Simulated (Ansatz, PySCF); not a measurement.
Gas-phase reaction (SMILES): COB(Cl)Cl [dichloro(methoxy)borane] + [H][H] (H2) → ClBCl + CO (CH4O) [methanol]; hydrogen cleaves one B-O bond, a model of a ligand-exchange step.

Structures are relaxed separately at B3LYP-D3(BJ)/def2-TZVP in Ansatz (a program for electronic structure), one conformer each, not searched for the lowest. Valence correlation only, unless marked. Spin-orbit coupling is left out. Non-relativistic. CBS(X,Y): correlation extrapolated as X^-3; Hartree-Fock from the larger set. [CCSD(T)-MP2]/basis is that difference in the basis named. Thermal terms are rigid-rotor harmonic-oscillator values from B3LYP-D3(BJ) frequencies (Ansatz or PySCF) at 298.15 K and 1 atm. 1 Eh = 627.5095 kcal/mol.

```
species      E, RI-MP2/CBS(aug-cc-pV(T+d)Z,aug-cc-pV(Q+d)Z)+[CCSD(T)-MP2]/aug-cc-pV(T+d)Z (Ansatz) (Eh)  E, PBE0-D4/def2-TZVPD (Ansatz + dftd4) (Eh)  H - E (Eh)  G - E (Eh)
-----------  ------------------------------------------------------------------------------------------  -------------------------------------------  ----------  ----------
COB(Cl)Cl                                                                                   -1059.50170                                  -1060.13807     0.05646     0.01817
[H][H] (H2)                                                                                    -1.17524                                     -1.16831     0.01336    -0.00144
ClBCl                                                                                        -945.01694                                   -945.62237     0.01930    -0.01115
CO (CH4O)                                                                                    -115.61566                                   -115.64059     0.05533     0.02827
```

Question: Work out ΔE and ΔH, ΔG, ΔS and the equilibrium constant at 298.15 K at the first level, then ΔH at the second.

Answer: 
1. ΔE = [(-945.01694) + (-115.61566)] - [(-1059.50170) + (-1.17524)] = 0.04434 Eh = 27.8 kcal/mol at RI-MP2/CBS(aug-cc-pV(T+d)Z,aug-cc-pV(Q+d)Z)+[CCSD(T)-MP2]/aug-cc-pV(T+d)Z.
2. The terms H - E add up to 0.00481 Eh, so ΔH = (0.04434 + (0.00481))×627.5095 = 30.8 kcal/mol.
3. The terms G - E add up to 0.00039 Eh, so ΔG = 28.1 kcal/mol, and ΔS = (0.00481 - (0.00039))×627509.5/298.15 = 9.3 cal/(mol K).
4. log10 K = -ΔG/(RT ln 10) = -20.6, with RT ln 10 = 1.3642 kcal/mol.
5. At PBE0-D4/def2-TZVPD the same steps give ΔE = 27.2 and ΔH = 30.3 kcal/mol, a shift of -0.5 from the first level.
6. These values are not checked against measurement here, since the tables used lack a sound gas-phase enthalpy of formation for at least one species.
